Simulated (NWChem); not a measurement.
System: BiH2Br; SMILES [Br][BiH2]

Parts of the log:

```
             Northwest Computational Chemistry Package (NWChem) 7.3.0
             --------------------------------------------------------

 CS  symmetry detected

                             Geometry "geometry" -> ""
                             -------------------------

 Output coordinates in angstroms (scale by  1.889725989 to convert to a.u.)

  No.       Tag          Charge          X              Y              Z
 ---- ---------------- ---------- -------------- -------------- --------------
    1 Bi                  83.0000     0.02542470     0.76440104     0.00000000
    2 H                    1.0000    -1.24788657     0.89906718    -1.26568200
    3 H                    1.0000    -1.24788657     0.89906718     1.26568200
    4 Br                  35.0000     0.01101493    -1.86409773     0.00000000

 Effective nuclear repulsion energy (a.u.)     645.0951231980

      Symmetry information
      --------------------

 Group name             Cs
 Group number              2
 Group order               2
 No. of unique centers     3

                                 NWChem DFT Module
                                 -----------------

 Summary of "ao basis" -> "ao basis" (spherical)
 ------------------------------------------------------------------------------
       Tag                 Description            Shells   Functions and Types
 ---------------- ------------------------------  ------  ---------------------
 Bi                         def2-svp                10       26   4s4p2d
 H                          def2-svp                 3        5   2s1p
 Br                         def2-svp                12       32   5s4p3d

      Symmetry analysis of basis
      --------------------------

        a'         45
        a"         23

            General Information
            -------------------
          SCF calculation type: DFT
          Wavefunction type:  closed shell.
          No. of atoms     :     4
          No. of electrons :    60
           Alpha electrons :    30
            Beta electrons :    30
          Charge           :     0
          Spin multiplicity:     1
          Use of symmetry is: on ; symmetry adaption is: on
          Maximum number of iterations: 150
          AO basis - number of functions:    68
                     number of shells:    28
          Convergence on energy requested:  1.00D-06
          Convergence on density requested:  1.00D-05
          Convergence on gradient requested:  5.00D-04

              XC Information
              --------------
                       M06-2X Method XC Functional
                     Hartree-Fock (Exact) Exchange  0.540
                        M06-2X Exchange Functional  1.000
                      M06-2X Correlation Potential  1.000

             Grid Information
             ----------------
          Grid used for XC integration:  medium
          Radial quadrature: Mura-Knowles
          Angular quadrature: Lebedev.
          Tag              B.-S. Rad. Rad. Pts. Rad. Cut. Ang. Pts.
          ---              ---------- --------- --------- ---------
          Bi                  1.60      123           8.0       590
          H                   0.35       45          10.0       434
          Br                  1.15      112          10.0       590
          Grid pruning is: on
          Number of quadrature shells:   280
          Spatial weights used:  Erf1

      Superposition of Atomic Density Guess
      -------------------------------------

 Sum of atomic energies:       -2818.50337916

      Non-variational initial energy
      ------------------------------

 Total energy =   -2786.673788
 1-e energy   =   -4329.103272
 2-e energy   =    1355.377124
 HOMO         =      -0.285775
 LUMO         =      -0.031869

      Symmetry analysis of molecular orbitals - initial
      -------------------------------------------------

  Numbering of irreducible representations:

     1 a'          2 a"

  Orbital symmetries:

     1 a'          2 a'          3 a'          4 a'          5 a"
     6 a'          7 a'          8 a'          9 a"         10 a'
    11 a'         12 a"         13 a'         14 a'         15 a'
    16 a"         17 a"         18 a'         19 a"         20 a'
    21 a'         22 a'         23 a"         24 a'         25 a'
    26 a'         27 a"         28 a'         29 a"         30 a'
    31 a'         32 a"         33 a'         34 a'         35 a"
    36 a'         37 a'         38 a"         39 a'         40 a'

   convergence    iter        energy       DeltaE   RMS-Dens  Diis-err
 ---------------- ----- ----------------- --------- --------- ---------
 d= 0,ls=0.0,diis     1  -2789.5531694026 -2.98D+03  1.69D-02  1.92D-01
 d= 0,ls=0.0,diis     2  -2789.5676689170 -1.45D-02  5.64D-03  1.08D-01
 d= 0,ls=0.0,diis     3  -2789.5831274024 -1.55D-02  1.06D-03  4.98D-03
 d= 0,ls=0.0,diis     4  -2789.5835424353 -4.15D-04  3.47D-04  2.85D-04
 d= 0,ls=0.0,diis     5  -2789.5835735789 -3.11D-05  9.26D-05  4.89D-06
  Resetting Diis
 d= 0,ls=0.0,diis     6  -2789.5835746982 -1.12D-06  1.50D-05  5.22D-07
 d= 0,ls=0.0,diis     7  -2789.5835747929 -9.47D-08  4.21D-06  1.45D-08

         Total DFT energy =    -2789.583574792861
      One electron energy =    -4331.051130721781
           Coulomb energy =     1463.598884986797
    Exchange-Corr. energy =     -109.183689681028
 Nuclear repulsion energy =      187.052360623151

 Numeric. integr. density =       60.000025564981

                  Occupations of the irreducible representations
                  ----------------------------------------------

                     irrep           alpha         beta
                     --------     --------     --------
                     a'               21.0         21.0
                     a"                9.0          9.0

                       DFT Final Molecular Orbital Analysis
                       ------------------------------------

[...]
```

Level: M06-2X/def2-SVP with def2 effective core potentials on Bi, vertical spin-unrestricted ions. The geometry was optimised at PBE0/def2-SVP. def2 effective core potentials on Bi; no spin-orbit coupling.

Question: Which NWChem input produces such a log?

Answer: This is not unique; one that fits is the input that was run:
```
start job
memory heap 200 mb stack 900 mb global 1100 mb
geometry units angstroms noautoz
  Bi     0.005101     0.718883     0.000000
  H     -1.271566     0.816750    -1.265682
  H     -1.271566     0.816750     1.265682
  Br     0.066546    -1.908937     0.000000
end
basis spherical
  Bi library def2-svp
  H library def2-svp
  Br library def2-svp
end
ecp
  Bi library def2-ecp
end
dft
  xc m06-2x
  iterations 150
  vectors input atomic output neutral.movecs
end
task dft energy
charge 1
dft
  odft
  mult 2
  vectors input atomic output cation.movecs
end
task dft energy
```
